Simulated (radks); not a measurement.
Task: These are the eigenvalues of the occupied orbitals of an atom or ion with whole-number occupations (eV). All-electron calculation, non-relativistic Kohn-Sham, exchange-only LDA, spin-polarised, spherical densities, point nucleus. Program: a radial shooting solver on a logarithmic mesh with Libxc functionals.

1s: -25634.58
2s: -3739.508
2p: -3489.195
3s: -707.0867
3p: -605.2416
3d: -416.0319
4s: -114.6587
4p: -82.0031
4d: -29.5099

Which element is it, and in what charge state? The configuration may be excited. Open shells, if any, are filled with parallel spins first.

Result: Z = 48, cadmium, charge +2: Cd2+ in [Kr] 4d10. The list shows which subshells hold electrons but not how many an open one holds; the 1s level, -942.05 hartree, gives Z - s = 43.4 by -(Z - s)^2/2, which with screening narrows Z to a few neighbours, and the depths of the outer levels then fix element, charge and occupations together.
